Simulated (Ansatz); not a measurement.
Input file for Ansatz (an electronic-structure program): R-r2SCAN/def2-TZVPPD on FH5Si (a complex), monomers drawn apart or pushed together. Files ending in .json are basis or fitting sets from the Basis Set Exchange.

Ansatz 0.2 input:
```yaml
crystal:
  periodic: [false, false, false]
  atoms:
    - {symbol: F, position_ang: [-0.20220298, -0.42935252, -0.46784282]}
    - {symbol: H, position_ang: [-0.10078953, -0.77048519, 0.39115753]}
    - {symbol: Si, position_ang: [-0.00706693, 0.25055123, 3.75545005]}
    - {symbol: H, position_ang: [0.07857373, -0.90165344, 2.81476780]}
    - {symbol: H, position_ang: [1.08063653, 1.19871255, 3.44073401]}
    - {symbol: H, position_ang: [0.14644600, -0.28167311, 5.12558239]}
    - {symbol: H, position_ang: [-1.32549346, 0.89586240, 3.59271829]}
basis:
  gaussian:
    orbitals: def2-TZVPPD.json
hamiltonian:
  xc: {name: r2SCAN}
scf: {lower_state_search: off}
```

Output:

```
WARN ansatz: RAYON_NUM_THREADS=2 ignored (pool sized by the plan → 2); use --threads N
Functional definition: r2SCAN
these checks for a lower state are left out or cut short: stability, starts, cluster_reference, orbital_swaps, neighbouring_geometries, increment
integrals: 0.06 GiB planned
797 factors; their error is unknown
mean field: 0.53 GiB planned
mean field evaluation 1: about -10673.1491 eV, gradient 3.5e1 eV
mean field evaluation 2: about -10670.2760 eV, gradient 6.0e1 eV
mean field evaluation 4: about -10675.1545 eV, gradient 1.1e0 eV
mean field evaluation 8: about -10675.1388 eV, gradient 3.1e-1 eV
mean field evaluation 16: about -10675.1389 eV, gradient 1.1e-6 eV
mean field -10675.13890259 eV, -392.3041188011 hartree, gradient 1.1e-6 eV, S^2 0.000000; 0 other end points of the search recorded, 0 dependent functions left out
reference -10675.13892016 eV, -392.3041194467 hartree; 14, 14 occupied and 159, 159 virtual orbitals, 797 factors
Total energy: -10675.13892016 eV, -392.3041194467 hartree
Checks for a lower state left out: stability, starts, cluster_reference, orbital_swaps, neighbouring_geometries, increment
```

The run converged.

Cost: roughly 2.0 core-seconds.
